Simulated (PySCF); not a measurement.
# Run times: palladium in even-tempered 19s7p4d4f3g2h

Measured wall times of calculations with PySCF 2.14 in an uncontracted even-tempered set (19 s from 83 bohr⁻², ratio 2; 7 p from 130 bohr⁻², ratio 2.2; 4 d from 380 bohr⁻², ratio 2.2; 4 f from 560 bohr⁻², ratio 2.2; 3 g from 850 bohr⁻², ratio 2.2; 2 h from 1300 bohr⁻², ratio 2.2), with the spin-free X2C one-electron Hamiltonian (Gaussian nucleus), run from one Python driver. Hardware: 1 thread of Neoverse-N1 on a shared host, 1.3 GiB allowed. The two-electron integrals over 137 functions were computed once and kept in memory (3.5 CPU seconds with the set-up); the times below exclude them. Kohn-Sham runs start from converged Hartree-Fock orbitals.

Launch command (the driver calls PySCF for each step listed in the task file):

```bash
OMP_NUM_THREADS=1 python atomrun2.py TASK.json OUT
```

| species | step | iterations | wall time (s) |
| --- | --- | --- | --- |
| Pd⁴⁴⁺ 1s2 | UHF | 1 | 3.4 |
| Pd⁴⁴⁺ 1s2 | LDA | 3 | 0.53 |
| Pd⁴⁴⁺ 1s2 | PBE | 3 | 0.56 |
| Pd⁴⁴⁺ 1s2 | PBE0 | 3 | 2.2 |
| Pd⁴⁴⁺ 1s2 | r2SCAN | 3 | 1.2 |
| Pd⁴⁴⁺ 1s2 | BLYP | 3 | 0.55 |
| Pd⁴⁴⁺ 1s2 | M06 | 4 | 3.6 |
| Pd⁴⁴⁺ 1s2 | MP2 (2 electrons) |  | 3.4 |
| Pd⁴⁵⁺ 1s1 | UHF | 1 | 3.4 |
| Pd⁴⁵⁺ 1s1 | LDA | 3 | 0.51 |
| Pd⁴⁵⁺ 1s1 | PBE | 3 | 0.55 |
| Pd⁴⁵⁺ 1s1 | PBE0 | 3 | 2.2 |
| Pd⁴⁵⁺ 1s1 | r2SCAN | 3 | 1.2 |
| Pd⁴⁵⁺ 1s1 | BLYP | 3 | 0.55 |
| Pd⁴⁵⁺ 1s1 | M06 | 4 | 3.6 |

Peak memory of the process: 0.62 GiB. Times on a shared host vary from run to run.
